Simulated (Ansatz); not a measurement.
Total energies of PbO₂ (the lowest singlet isomer of a short search) from Ansatz at PBE-D4/def2-TZVP, gas phase (1 Eh = 27.2114 eV = 2625.5 kJ/mol). The reference geometry is relaxed at r2SCAN-D4/def2-TZVP.

```xyz
3

Pb    0.120    0.193   -1.275
O    -0.156    0.656    0.743
O     0.036   -0.850    0.532
```

```json
{"state": "charge 0 singlet", "geometry": "reference", "energy (Eh)": "-343.19104"}
{"state": "charge 1 doublet", "geometry": "reference", "energy (Eh)": "-342.88849"}
{"state": "charge 0 triplet", "geometry": "relaxed at r2SCAN-D4/def2-TZVP", "energy (Eh)": "-343.16964"}
{"state": "charge 0 quintet", "geometry": "relaxed at r2SCAN-D4/def2-TZVP", "energy (Eh)": "-343.04550"}
{"state": "free Pb atom (triplet)", "geometry": "–", "energy (Eh)": "-192.86486"}
{"state": "free O atom (triplet)", "geometry": "–", "energy (Eh)": "-75.00967"}
```

In the def2 sets Pb takes a core potential; there is no spin–orbit coupling. The structure holds 1 bond(s) between oxygen atoms.

**Question.** Work out the vertical ionisation energy to the doublet.

**Answer.** E(charge 1 doublet) − E(charge 0 singlet) = -342.88849 − (-343.19104) = 0.30255 Eh = 8.23 eV. For comparison, −ε of the highest occupied level is 4.51 eV at this level, 3.72 eV less.

**Question.** Which of the charge 0 states is lowest, and how far above it are the others?

**Answer.** The singlet. triplet: -343.16964 − (-343.19104) = 0.02140 Eh = 56.2 kJ/mol; quintet: -343.04550 − (-343.19104) = 0.14554 Eh = 382.1 kJ/mol. The quintet differs in its bonds from the reference.

**Question.** What is the binding energy per atom against free atoms?

**Answer.** Atoms: 1 × (-192.86486) + 2 × (-75.00967) = -342.88420 Eh. Binding: -342.88420 − (-343.19104) = 0.30684 Eh = 8.35 eV, or 2.78 eV for each of 3 atoms (no zero-point energy, no counterpoise term).

The structure comes from a short search, and lower isomers may exist.
